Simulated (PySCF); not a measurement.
TiClO, SMILES [O]=[Ti][Cl] (connectivity only; charge and spin as stated), neutral, multiplicity 2.

Geometry optimised at B3LYP-D3(BJ)/def2-TZVP. The spin state was assumed, not searched. The isomer is the one that the SMILES or the coordinates give; other isomers of the formula were not compared.

Calculation: TDA-M06-2X/def2-SVPD run with PySCF.

Vertical excitations. Isolated molecule, no solvent.

Computed lowest excited states:
| state | energy (eV) | λ (nm) | f | main pairs |
|---|---|---|---|---|
| root 1 | 0.98 | 1271 | 0.001 | α HOMO→LUMO 73 %, α HOMO→LUMO+5 17 % |
| root 2 | 1.60 | 774 | 0.001 | α HOMO→LUMO+2 48 %, α HOMO→LUMO+6 37 % |
| root 3 | 2.34 | 530 | 0.001 | α HOMO→LUMO+3 58 %, α HOMO→LUMO+7 21 % |
| root 4 | 3.93 | 316 | 0.001 | β HOMO→LUMO 62 % |
| root 5 | 4.25 | 292 | 0.001 | β HOMO−2→LUMO 52 %, β HOMO−4→LUMO 22 % |
| root 6 | 4.32 | 287 | 0.002 | α HOMO−4→LUMO 8 %, β HOMO−3→LUMO 60 %, β HOMO−1→LUMO 18 % |
| root 7 | 4.36 | 284 | 0.002 | α HOMO→LUMO+5 22 %, α HOMO→LUMO 18 %, α HOMO→LUMO+3 14 %, α HOMO→LUMO+8 13 % |
| root 8 | 4.42 | 281 | 0.008 | α HOMO−1→LUMO 40 %, α HOMO−5→LUMO 11 %, β HOMO→LUMO 9 %, β HOMO−4→LUMO 6 % |
| root 9 | 4.56 | 272 | 0.012 | α HOMO−4→LUMO 53 %, α HOMO−2→LUMO 18 %, β HOMO−3→LUMO 8 %, β HOMO−1→LUMO 6 % |
| root 10 | 4.56 | 272 | 0.005 | α HOMO−3→LUMO 42 %, α HOMO−5→LUMO 33 %, β HOMO−4→LUMO 6 % |
Unrestricted roots are not spin-pure.
